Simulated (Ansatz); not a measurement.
Gas-phase electronic energies from Ansatz, PBE0-D4/def2-TZVP geometries. CCSD(T)/CBS is the MP2 limit (def2-TZVPP, def2-QZVPP) plus CCSD(T) − MP2 in def2-TZVPP, frozen cores. This one scheme is used for every species. Functionals use def2-TZVPP. B3LYP here is the variant with VWN-RPA as its local correlation; programs differ in this. For Se outer-core shells are correlated without core-valence functions, which leaves a few kJ/mol of doubt a bond. Scalar relativity is left out up to krypton. One conformer a species, not always the lowest.

`CO[SiH](O)F` + `C[SeH]` → `C[Se][SiH](O)F` + CH₃OH  (ligand exchange at the Si–O bond)

```tsv
level	ΔE (kJ/mol)	difference from CCSD(T)/CBS
r2SCAN-D4	53.3	-0.5
B3LYP-D4	56.2	2.4
ωB97M-V	56.5	2.7
B2PLYP	60.8	7.0
PBE	42.7	-11.1
r2SCAN	53.9	0.1
B3LYP	61.2	7.4
HF/def2-TZVPP	77.2	23.4
MP2/def2-TZVPP	55.3	1.5
CCSD/def2-TZVPP	63.0	9.2
CCSD(T)/def2-TZVPP	59.5	5.7
HF/def2-QZVPP	78.9	25.1
SCS-MP2/def2-QZVPP	58.5	4.7
HF/CBS(def2)	79.2	25.4
MP2/CBS(def2)	49.7	-4.1
CCSD/CBS(def2)	57.4	3.6
CCSD(T)/CBS	53.8	0
```

Largest T1 diagnostic among the species: 0.011.

From PBE to PBE0 (25 % exact exchange), in def2-TZVPP and without D4, ΔE moves by +5.1 kJ/mol. In def2-TZVPP, CCSD(T) changes the Hartree–Fock value by −17.7 kJ/mol (the triples alone add −3.5 kJ/mol) and MP2 by −21.8 kJ/mol.
